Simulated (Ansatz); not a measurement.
def2 core potentials replace the inner electrons of Sn.

Species: C$_{7}$H$_{18}$O$_{3}$Sn, SMILES `CCC[CH2][Sn]([O]C)([O]C)[O]C` with one electron added (charge -1, multiplicity 2).

### Question
Give a relaxed geometry from PBE0-D3(BJ)/def2-SVP in Ansatz (a quantum-chemistry and plane-wave program).

### Answer
This is not unique; one that fits is the end point of this relaxation, one of several conformers (outside a Z-matrix the atoms follow the SMILES, hydrogens last).
Bonded distances (Å): C1–C2 1.522, C1–H12 1.103, C1–H13 1.103, C1–H14 1.103, C2–C3 1.528, C2–H15 1.106, C2–H16 1.106, C3–C4 1.513, C3–H17 1.104, C3–H18 1.104, C4–Sn5 2.321, C4–H19 1.102, C4–H20 1.103, Sn5–O6 2.066, Sn5–O8 2.140, Sn5–O10 2.053, O6–C7 1.377, C7–H21 1.116, C7–H22 1.115, C7–H23 1.110, O8–C9 1.369, C9–H24 1.115, C9–H25 1.118, C9–H26 1.118, O10–C11 1.379, C11–H27 1.116, C11–H28 1.107, C11–H29 1.114. Bond angles (°): C2–C1–H12 112.4, C2–C1–H13 110.9, C2–C1–H14 110.8, H12–C1–H13 107.8, H12–C1–H14 107.8, H13–C1–H14 106.9, C1–C2–C3 113.1, C1–C2–H15 109.6, C1–C2–H16 109.6, C3–C2–H15 109.3, C3–C2–H16 109.3, H15–C2–H16 105.6, C2–C3–C4 114.5, C2–C3–H17 109.8, C2–C3–H18 109.8, C4–C3–H17 108.4, C4–C3–H18 108.4, H17–C3–H18 105.5, C3–C4–Sn5 108.2, C3–C4–H19 113.5, C3–C4–H20 113.4, Sn5–C4–H19 105.7, Sn5–C4–H20 106.2, H19–C4–H20 109.3, C4–Sn5–O6 89.3, C4–Sn5–O8 176.6, C4–Sn5–O10 87.7, O6–Sn5–O8 92.0, O6–Sn5–O10 102.8, O8–Sn5–O10 89.0, Sn5–O6–C7 121.1, O6–C7–H21 112.7, O6–C7–H22 111.4, O6–C7–H23 113.2, H21–C7–H22 105.9, H21–C7–H23 106.3, H22–C7–H23 106.8, Sn5–O8–C9 118.8, O8–C9–H24 111.3, O8–C9–H25 114.5, O8–C9–H26 113.8, H24–C9–H25 105.5, H24–C9–H26 105.8, H25–C9–H26 105.2, Sn5–O10–C11 124.4, O10–C11–H27 112.8, O10–C11–H28 113.4, O10–C11–H29 110.7, H27–C11–H28 106.3, H27–C11–H29 105.8, H28–C11–H29 107.3.
